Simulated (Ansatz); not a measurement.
A nudged elastic band was laid between two geometries of Al$_{2}$H$_{8}$N$_{2}$O (13 atoms, charge 0, multiplicity 1).

Level of theory: Ansatz, RKS B3LYP-D4/def2-SVP.

```json
{"movable images": "7", "climbing image": "yes", "spring": "5.0 eV/Å²", "optimiser": "quadratic models (default)", "start path": "through a guess of the saddle point", "force threshold": "0.05 eV/Å", "iteration limit": "60", "end points": "relaxed"}
```

Image 0:

```xyz
13
Properties=species:S:1:pos:R:3
Al -0.019 0.537 0.540
N -0.070 -0.696 1.834
H -0.820 -0.856 2.499
H 0.698 -1.330 2.033
H 1.327 0.707 -0.279
N -1.604 0.531 -0.642
H -2.198 -0.290 -0.505
H -1.359 0.543 -1.635
O -0.769 2.164 1.097
Al -2.321 2.217 0.052
H -3.612 1.972 0.947
H -2.257 3.379 -1.029
H -0.452 2.759 1.784
```

Image 8:

```xyz
13
Properties=species:S:1:pos:R:3
Al -0.453 0.579 -0.013
N -0.103 0.080 1.965
H -0.518 -0.845 2.104
H 0.884 0.031 2.227
H 1.033 0.776 -0.561
N -1.333 -0.905 -0.566
H -0.943 -1.510 -1.284
H -2.347 -0.952 -0.631
O -1.415 1.996 0.315
Al -2.289 3.435 0.204
H -2.698 4.041 -1.204
H -2.705 4.166 1.553
H -0.569 0.746 2.585
```

Question: What changes between the two ends?

Answer: Bonds broken: N6–Al10, O9–H13. Bonds formed: N2–H13.

Question: What energy profile does the band end with?

Answer: The forces met the threshold. The highest image is number 2 of 0 to 8, 21.4 kcal/mol above the first end and 2.8 kcal/mol above the last; the last end lies 18.6 kcal/mol above the first. The profile has 2 maxima (images 2, 7) with wells between them (image 6): this band takes more than one step, which may be the mechanism or a detour left from its start path. A vibrational analysis at the climbing image gives one clearly imaginary mode, 1321i cm⁻¹: a first-order saddle point. The orbitals stay closed-shell, which can raise the energy where a bond breaks towards radicals; this wasn't checked here.

```tsv
image	path coordinate (Å)	energy (kcal/mol)	N6–Al10 (Å)	O9–H13 (Å)	N2–H13 (Å)
0	0.00	0.0	1.96	0.96	3.48
1	1.15	4.0	1.98	0.97	2.57
2	2.31	21.4	2.06	1.27	1.30
3	4.80	21.2	3.61	2.56	1.02
4	7.28	19.3	4.55	2.72	1.02
5	9.77	18.7	4.50	2.75	1.02
6	12.26	18.7	4.50	2.72	1.02
7	14.74	19.4	4.50	2.75	1.02
8	17.23	18.6	4.51	2.73	1.02
```

Question: What is the geometry of the highest image?

Answer: 
```xyz
13
Properties=species:S:1:pos:R:3
Al 0.060 0.652 0.207
N -0.223 -0.089 1.976
H -1.033 -0.667 2.205
H 0.553 -0.389 2.566
H 1.444 0.454 -0.516
N -1.582 0.548 -0.807
H -2.195 -0.258 -0.664
H -1.502 0.660 -1.821
O -0.579 2.107 1.081
Al -2.176 2.234 0.219
H -3.411 1.781 1.127
H -2.296 3.421 -0.831
H -0.515 1.182 1.955
```

The run took 7.2 min on 4 threads of AMD EPYC 7R43 64-Core Processor (Zen 3), with other jobs on the host, peak memory 0.32 GiB.
